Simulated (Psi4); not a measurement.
C3H8Si, charge -1, doublet, at a GFN2-xTB geometry (a state made from the parent by changing its charge; the spin is typed, not shown lowest) (a gas-phase anion, which may not be bound at this level); MP2/cc-pVDZ (Psi4).

The Psi4 input:
```
memory 2 GB

molecule mol {
-1 2
  C     0.873590    0.230566    1.039059
  C     1.006530   -0.637008   -0.205170
  Si   -0.794151   -0.269222   -0.784211
  C    -0.320921    1.093629    0.649329
  H     1.785977    0.792406    1.308709
  H     0.617169   -0.396613    1.902761
  H     1.773126   -0.246087   -0.884260
  H     1.290369   -1.675189    0.016458
  H    -1.857565   -0.973564   -0.002385
  H    -0.870990   -1.228733   -2.017227
  H     0.017577    2.063452    0.261074
  H    -0.992741    1.310315    1.494512
}

set basis cc-pvdz
set reference uhf

energy('mp2')
print_variables()
```

It wrote (shortened):

```
    SCF Algorithm Type (re)set to DF.

   => Loading Basis Set <=

    Name: CC-PVDZ
    Role: ORBITAL
    Keyword: BASIS

         ---------------------------------------------------------
                                   SCF
               by Justin Turney, Rob Parrish, Andy Simmonett
                          and Daniel G. A. Smith
                              UHF Reference
         ---------------------------------------------------------

  ==> Geometry <==

    Molecular point group: c1
    Full point group: C1

    Geometry (in Angstrom), charge = -1, multiplicity = 2:

       Center              X                  Y                   Z               Mass
    ------------   -----------------  -----------------  -----------------  -----------------
         C            0.897615688952     0.225604047343     1.067450111936    12.000000000000
         C            1.030555688952    -0.641969952657    -0.176778888064    12.000000000000
         SI          -0.770125311048    -0.274183952657    -0.755819888064    27.976926534650
         C           -0.296895311048     1.088667047343     0.677720111936    12.000000000000
         H            1.810002688952     0.787444047343     1.337100111936     1.007825032230
         H            0.641194688952    -0.401574952657     1.931152111936     1.007825032230
         H            1.797151688952    -0.251048952657    -0.855868888064     1.007825032230
         H            1.314394688952    -1.680150952657     0.044849111936     1.007825032230
         H           -1.833539311048    -0.978525952657     0.026006111936     1.007825032230
         H           -0.846964311048    -1.233694952657    -1.988835888064     1.007825032230
         H            0.041602688952     2.058490047343     0.289465111936     1.007825032230
         H           -0.968715311048     1.305353047343     1.522903111936     1.007825032230

  Running in c1 symmetry.

  Rotational constants: A =      0.30850  B =      0.18888  C =      0.13128 [cm^-1]
  Rotational constants: A =   9248.60689  B =   5662.34005  C =   3935.80118 [MHz]
  Nuclear repulsion =  165.392956735992442

  Charge       = -1
  Multiplicity = 2
  Electrons    = 41
  Nalpha       = 21
  Nbeta        = 20

  ==> Algorithm <==

  SCF Algorithm Type is DF.
  DIIS enabled.
  MOM disabled.
  Fractional occupation disabled.
  Guess Type is SAD.
  Energy threshold   = 1.00e-08
  Density threshold  = 1.00e-08
  Integral threshold = 1.00e-12

  ==> Primary Basis <==

  Basis Set: CC-PVDZ
    Blend: CC-PVDZ
    Number of shells: 50
    Number of basis functions: 100
    Number of Cartesian functions: 104
    Spherical Harmonics?: true
    Max angular momentum: 2

   => Loading Basis Set <=

    Name: (CC-PVDZ AUX)
    Role: JKFIT
    Keyword: DF_BASIS_SCF

  ==> Integral Setup <==

  SCF_SUBTYPE=INCORE selected. In-core MEM_DF algorithm will be used.
  Using in-core AOs.

  ==> MemDFJK: Density-Fitted J/K Matrices <==

    J tasked:                   Yes
    K tasked:                   Yes
    wK tasked:                   No
    Algorithm:                 Core
    Schwarz Cutoff:           1E-12
    Mask sparsity (%):       0.0000
    Fitting Condition:        1E-10

   => Auxiliary Basis Set <=

  Basis Set: (CC-PVDZ AUX)
    Blend: CC-PVDZ-JKFIT
    Number of shells: 180
    Number of basis functions: 506
    Number of Cartesian functions: 573
    Spherical Harmonics?: true
    Max angular momentum: 3

  Minimum eigenvalue in the overlap matrix is 4.1901057269E-03.
  Reciprocal condition number of the overlap matrix is 6.8083783743E-04.
    Using symmetric orthogonalization.

  ==> Pre-Iterations <==

  SCF Guess: Superposition of Atomic Densities via on-the-fly atomic UHF (no occupation information).

   -------------------------
    Irrep   Nso     Nmo
   -------------------------
     A        100     100
   -------------------------
    Total     100     100
   -------------------------

  ==> Iterations <==

[...]

    Alpha Occupied:

[...]
    Alpha Virtual:

[...]
     100A      3.221708

    Beta Occupied:

[...]
    Beta Virtual:

[...]
    Final Occupation by Irrep:
              A
    DOCC [    20 ]
    SOCC [     1 ]
    NA   [    21 ]
    NB   [    20 ]

  @DF-UHF Final Energy:  -407.08371771351500

   => Energetics <=

    Nuclear Repulsion Energy =            165.3929567359924420
    One-Electron Energy =                -896.0515521594370512
    Two-Electron Energy =                 323.5748777099295808
    Total Energy =                       -407.0837177135150000

  UHF NO Occupations:
  HONO-2 :   19  A 1.9984149
  HONO-1 :   20  A 1.9974651
  HONO-0 :   21  A 1.0000000
  LUNO+0 :   22  A 0.0025349
  LUNO+1 :   23  A 0.0015851
  LUNO+2 :   24  A 0.0008946
  LUNO+3 :   25  A 0.0002394

Computation Completed

Properties will be evaluated at   0.000000,   0.000000,   0.000000 [a0]

Properties computed using the SCF density matrix

 Multipole Moments:

 ------------------------------------------------------------------------------------
     Multipole            Electronic (a.u.)      Nuclear  (a.u.)        Total (a.u.)
 ------------------------------------------------------------------------------------

 L = 1.  Multiply by 2.5417464519 to convert [e a0] to [Debye]
 Dipole X            :         -0.7453997            1.8160827            1.0706830
 Dipole Y            :          0.7891850           -0.3750674            0.4141176
 Dipole Z            :         -1.1300655            2.1460495            1.0159840
 Magnitude           :                                                    1.5329967

 ------------------------------------------------------------------------------------

  //>>>>>>>>>>>>>>>>>>>>>>>>>>>>>>>>>>>//
  //               DFMP2               //
  //<<<<<<<<<<<<<<<<<<<<<<<<<<<<<<<<<<<//

   => Loading Basis Set <=

    Name: (CC-PVDZ AUX)
    Role: RIFIT
    Keyword: DF_BASIS_MP2

	 --------------------------------------------------------
	                          DF-MP2
	      2nd-Order Density-Fitted Moller-Plesset Theory

	        Rob Parrish, Justin Turney, Andy Simmonett,
	           Ed Hohenstein, and C. David Sherrill
	 --------------------------------------------------------

	 --------------------------------------------------------
	                 NBF =   100, NAUX =   356
	 --------------------------------------------------------
	   CLASS    FOCC     OCC    AOCC    AVIR     VIR    FVIR
	   ALPHA       0      21      21      79      79       0
	    BETA       0      20      20      80      80       0
	 --------------------------------------------------------

	-----------------------------------------------------------
	 ==================> DF-MP2 Energies <====================
	-----------------------------------------------------------
	 Reference Energy          =    -407.0837177135150000 [Eh]
	 Singles Energy            =      -0.0000000000000000 [Eh]
	 Same-Spin Energy          =      -0.1282134439762327 [Eh]
	 Opposite-Spin Energy      =      -0.4295248419967037 [Eh]
	 Correlation Energy        =      -0.5577382859729364 [Eh]
	 Total Energy              =    -407.6414559994879596 [Eh]
	-----------------------------------------------------------
	 ================> DF-SCS-MP2 Energies <==================
	-----------------------------------------------------------
	 SCS Same-Spin Scale       =       0.3333333333333333 [-]
	 SCS Opposite-Spin Scale   =       1.2000000000000000 [-]
	 SCS Same-Spin Energy      =      -0.0427378146587442 [Eh]
	 SCS Opposite-Spin Energy  =      -0.5154298103960444 [Eh]
	 SCS Correlation Energy    =      -0.5581676250547887 [Eh]
	 SCS Total Energy          =    -407.6418853385698071 [Eh]
	-----------------------------------------------------------

  Variable Map:
  ----------------------------------------------------------------------------
[...]
  Array Variable Map:
  ----------------------------------------------------------------------------
[...]
[...]
```
